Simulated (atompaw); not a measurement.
# bismuth: one change to a PAW (atompaw) potential, before and after

bismuth, PAW, made with atompaw 4.2.0.5 (PBE, scalar-relativistic). Core [Kr] 4d10 4f14, reference 5s2 5p6 5d10 6s2 6p2 (charge +1). Waves: 5s (bound): rc 1.30 bohr; 6s (bound): rc 1.50 bohr; 5p (bound): rc 1.45 bohr; 6p (bound): rc 1.50 bohr; 5d (bound): rc 1.50 bohr; 5d channel at -2.3 Ry: rc 1.50 bohr; 5f channel at 0.3 Ry: rc 1.50 bohr. Local part: ultrasoft scheme with l = 4 at 0.5 Ry, radius 1.10 bohr. Core correction: smooth core density matched at 1.10 bohr. Augmentation charge: sinc compensation charge, radius 1.30 bohr; PAW radius 1.50 bohr; waves and projectors: custom polynom2 7 10 vanderbiltortho.

Change: local potential ultrasoft scheme with l = 4 at 0.5 Ry, radius 0.74 bohr.

Cutoffs: the cutoffs (Ry, on a coarse ladder) from which the occupation-weighted sum of valence levels, in a spherical-Bessel basis at the reference potential, stays within 10 and 1 mRy of its value at 400 Ry; they do not see the model core or the augmentation charge, which bear on the density cutoff.

**Question.** What does the change do?

**Answer.** A bound ghost appears in p, s, which as a rule spoils a file; the range in which the s phases agree widens (upper end 0.2 → 1.6); the range in which the p phases agree widens (upper end 3.1 → at the end of the scan). A state that the projectors do not describe sees the local part alone, so a deeper or shallower local part can create or remove a ghost.

| quantity | base | changed |
| --- | --- | --- |
| cutoff, loose | 260 Ry | 260 Ry |
| cutoff, tight | over 300 Ry | over 300 Ry |
| bound ghosts | none | s, p |
| s: phases at 1.50 bohr within 0.05 rad from the reference energy up to (Ry; the scan ends near 5) | 0.2 | 1.6 |
| p: phases at 1.50 bohr within 0.05 rad from the reference energy up to (Ry; the scan ends near 5) | 3.1 | to the end of the scan |
| d: phases at 1.50 bohr within 0.05 rad from the reference energy up to (Ry; the scan ends near 5) | to the end of the scan | 4.7 |
| f: phases at 1.50 bohr within 0.05 rad from the reference energy up to (Ry; the scan ends near 5) | 0.7 | 0.6 |
| lowest overlap eigenvalue by channel | s 0.63, p 0.77, d 0.90, f 1.00 | s 0.59, p 0.76, d 0.90, f 1.00 |

 A true bound ghost makes a file unfit for plane-wave use even where its test errors are small: the radial tests pick states by their node count and pass the ghost by. The cutoffs see the waves, projectors and local potential, not the compensation charge or the core.
